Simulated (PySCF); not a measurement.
Predicted microwave data (PySCF, PBE0-D3(BJ)/def2-SVP geometry optimisation, gas phase) for one isomer of C4H8BCl:

- Rotational constants: A = 3137, B = 2276, C = 1416 MHz
- Dipole components: |μa| = 1.42 D, |μb| = 0.02 D, |μc| = 0.05 D
- Inertial defect: -26.24 u·Å²
- κ: 0.00

Task: Which candidate fits, each taken in the one conformer that was computed?
A. `[Cl:1][B:2]1[CH2:3][CH2:4][CH2:5][CH2:6]1` with Cl1–B2–C3–C4 169°, B2–C3–C4–C5 30°, C3–C4–C5–C6 -39°, C4–C5–C6–B2 31°
B. `[BH2:1][CH2:2][C@@H:3]([Cl:4])[CH:5]=[CH2:6]` with H–B1–C2–C3 -17° and 167°, B1–C2–C3–Cl4 170°, C2–C3–C5–C6 117°

Result: B. It is BC[C@@H](Cl)C=C, an asymmetric top, point group C1. The candidates at the same level (rigid rotor, commonest isotopes):

```json
{"SMILES": "BC[C@@H](Cl)C=C", "A (MHz)": "3137", "B (MHz)": "2276", "C (MHz)": "1416", "μa (D)": "1.42", "μb (D)": "0.02", "μc (D)": "0.05", "Δ (u·Å²)": "-26.24", "point group": "C1", "rotor": "asymmetric top"}
{"SMILES": "ClB1CCCC1", "A (MHz)": "6376", "B (MHz)": "1750", "C (MHz)": "1439", "μa (D)": "1.25", "μb (D)": "0.00", "μc (D)": "0.00", "Δ (u·Å²)": "-17.02", "point group": "C2", "rotor": "asymmetric top"}
```

`ClB1CCCC1` has A 103 % too high. No structure here is proved a minimum.
